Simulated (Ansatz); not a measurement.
C₆H₁₇NSi, SMILES `CC(C)N([SiH3])C(C)C`, 25 atoms. Charge 0, multiplicity 1. Hardware: A = 4 threads of an AMD EPYC 7R13 on a shared host and a share of an NVIDIA H100 80 GB; B = 4 threads of an AMD EPYC 7R13 on a shared host. Correlated methods freeze the cores.

**Question.** Give the basis size and wall time and peak host memory of each of these runs in Ansatz. RKS HSE06 (plane-wave form)-D4/def2-TZVPP energy [A]; RKS PBE0-D4/def2-SVP energy [B]; RKS PBE0-D4/def2-TZVP relaxation (11 steps) [A]; RKS r2SCAN-D4/def2-TZVPP energy and forces [A]; RKS PBE0-D4/def2-QZVPP energy [A]; RHF-MP2/def2-QZVPP energy [A]; RKS B3LYP-D4/def2-TZVPP energy and forces [A]; direct RPA on PBE orbitals/def2-TZVPP energy [A]; RKS ωB97M-V/def2-SVP energy [B]; RKS revPBE-D4/def2-TZVPP energy [A]; RHF-CCSD(T)/def2-SVP energy [A]; RKS ωB97M-V/def2-QZVPP energy [A]. (An estimate is asked.)

**Answer.** Computed: Other jobs shared the machine, so times are rough.

```json
{"level": "direct RPA on PBE orbitals/def2-TZVPP", "job": "energy [A]", "functions": "497", "wall time": "3.5 s", "peak host memory (GiB)": "2.8"}
{"level": "RKS HSE06 (plane-wave form)-D4/def2-TZVPP", "job": "energy [A]", "functions": "497", "wall time": "3.6 s", "peak host memory (GiB)": "1.3"}
{"level": "RKS revPBE-D4/def2-TZVPP", "job": "energy [A]", "functions": "497", "wall time": "4 s", "peak host memory (GiB)": "1.1"}
{"level": "RKS B3LYP-D4/def2-TZVPP", "job": "energy and forces [A]", "functions": "497", "wall time": "4.2 s", "peak host memory (GiB)": "1.1"}
{"level": "RKS PBE0-D4/def2-SVP", "job": "energy [B]", "functions": "201", "wall time": "5 s", "peak host memory (GiB)": "0.87"}
{"level": "RKS PBE0-D4/def2-QZVPP", "job": "energy [A]", "functions": "979", "wall time": "6 s", "peak host memory (GiB)": "1.6"}
{"level": "RKS r2SCAN-D4/def2-TZVPP", "job": "energy and forces [A]", "functions": "497", "wall time": "6 s", "peak host memory (GiB)": "1.1"}
{"level": "RHF-CCSD(T)/def2-SVP", "job": "energy [A]", "functions": "201", "wall time": "6 s", "peak host memory (GiB)": "0.84"}
{"level": "RKS ωB97M-V/def2-QZVPP", "job": "energy [A]", "functions": "979", "wall time": "10 s", "peak host memory (GiB)": "1.7"}
{"level": "RHF-MP2/def2-QZVPP", "job": "energy [A]", "functions": "979", "wall time": "12 s", "peak host memory (GiB)": "1.8"}
{"level": "RKS ωB97M-V/def2-SVP", "job": "energy [B]", "functions": "201", "wall time": "13 s", "peak host memory (GiB)": "1.1"}
{"level": "RKS PBE0-D4/def2-TZVP", "job": "relaxation (11 steps) [A]", "functions": "356", "wall time": "37 s", "peak host memory (GiB)": "1"}
```

B3LYP here is the variant with VWN-RPA as its local correlation; programs differ in this.
